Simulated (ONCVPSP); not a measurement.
# Configuration tests for As (Z = 33) (ONCV)

* Element: arsenic (As)
* Generator: ONCVPSP 4.0.1
* Type: optimised norm-conserving Vanderbilt (ONCV)
* Functional: LDA (Perdew-Wang 92)
* Relativity: fully relativistic
* Frozen core: [Ar]
* Valence charge: 15
* Reference configuration: 3d10 4s2 4p1 (charge +2)
* Partial waves: 4s: rc 1.65 bohr, ncon 4, nbas 9, qcut 4.1 1/bohr, 3 projectors, debl 2.3 Ha; 4p: rc 1.70 bohr, ncon 4, nbas 7, qcut 4.7 1/bohr, 2 projectors, debl 1.7 Ha; 3d: rc 0.80 bohr, ncon 4, nbas 9, qcut 19.4 1/bohr, 2 projectors, debl 1.4 Ha
* Local potential: polynomial inside 0.65 bohr (lpopt 4, dvloc0 3 Ha)
* Core correction: none

Open shells are filled in proportion to 2j + 1.

In the d channel the program set the typed energies aside and used -2.276, 0.250 Ha (j = l + 1/2; the other j can differ).

Energies are relative to the spin-unpolarised reference configuration 3d10 4s2 4p1; without spin polarisation the order of configurations can differ from experiment.

| valence configuration | charge | ΔE all-electron (eV) | error AE − PS (meV) |
| --- | --- | --- | --- |
| 3d10 4s2 4p2 | +1 | -18.161 | +2.0 |
| 3d10 4s1 4p0 | +4 | 79.152 | +34 |

What are ΔE and the potential's error for 3d10 4s2 4p3?

ΔE = -27.484 eV all-electron; the error (AE − PS) is +4.6 meV.

What are ΔE and the potential's error for 3d10 4s2 4p0?

ΔE = 28.041 eV all-electron; the error (AE − PS) is +5.1 meV.

Levels in the configuration 3d10 4s1 4p0:

| level | all-electron (eV) | pseudo (eV) |
| --- | --- | --- |
| 3d j=5/2 | -90.668 | -90.305 |
| 3d j=3/2 | -91.410 | -91.040 |
| 4s j=1/2 | -57.435 | -57.387 |

Note: no bound ghost flagged; GHOST(+) flagged for s at 29.5 eV, p3/2 at 64.6 eV, p1/2 at 70.8 eV.
